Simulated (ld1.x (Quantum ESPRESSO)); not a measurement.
## Which change was made? (N, TM)

| Quantity | Value |
| --- | --- |
| Element | N (Z = 7) |
| Generator | ld1.x (Quantum ESPRESSO) 7.5 |
| Type | norm-conserving Troullier–Martins (Kleinman–Bylander form) |
| Functional | revPBE |
| Relativity | scalar-relativistic |
| Frozen core | [He] |
| Valence charge | 5 |
| Reference configuration | 2s2 2p1 (charge +2) |
| Partial waves | 2s (bound): rc 0.65 bohr; 2p (bound): rc 1.55 bohr; 3d channel at 0.05 Ry: rc 1.45 bohr |
| Local potential | the d channel |
| Core correction | Bessel-smoothed model core inside 0.45 bohr |

Cutoffs, loose and tight: the cutoffs (Ry, on a coarse ladder) from which the occupation-weighted sum of valence levels, in a spherical-Bessel basis at the reference potential, stays within 10 and 1 mRy of its value at 400 Ry. They do not see the model core or the augmentation charge, which bear on the density cutoff. Test errors are all-electron minus pseudo excitation energies from the reference, over the configurations 2s2 2p3; 2s2 2p2; 2s2 2p0; 2s0 2p5; 2s2 2p3.3; 2s2 2p2.5; 2s1 2p4; variants that change the core or the reference have their own tests.

The base gives: outcome: generated; cutoff, loose: 180 Ry; cutoff, tight: over 300 Ry; bound ghosts: none; largest test error (meV): +316.

After one change the result is: outcome: generated; cutoff, loose: 60 Ry; cutoff, tight: 140 Ry; bound ghosts: none; largest test error (meV): +1007. Which change was it?
A. all radii but the core radius scaled by about 1.23 (s 0.80, p 1.90, d 1.78 bohr)
B. all radii but the core radius scaled by about 1.13 (s 0.74, p 1.76, d 1.64 bohr)
C. all radii but the core radius scaled by about 1.38 (s 0.90, p 2.14, d 2.00 bohr)

C. The others give: all radii but the core radius scaled by about 1.13 (s 0.74, p 1.76, d 1.64 bohr) → outcome: generated; cutoff, loose: 110 Ry; cutoff, tight: 230 Ry; bound ghosts: none; largest test error (meV): +466 | all radii but the core radius scaled by about 1.23 (s 0.80, p 1.90, d 1.78 bohr) → outcome: generated; cutoff, loose: 60 Ry; cutoff, tight: 160 Ry; bound ghosts: none; largest test error (meV): +679.
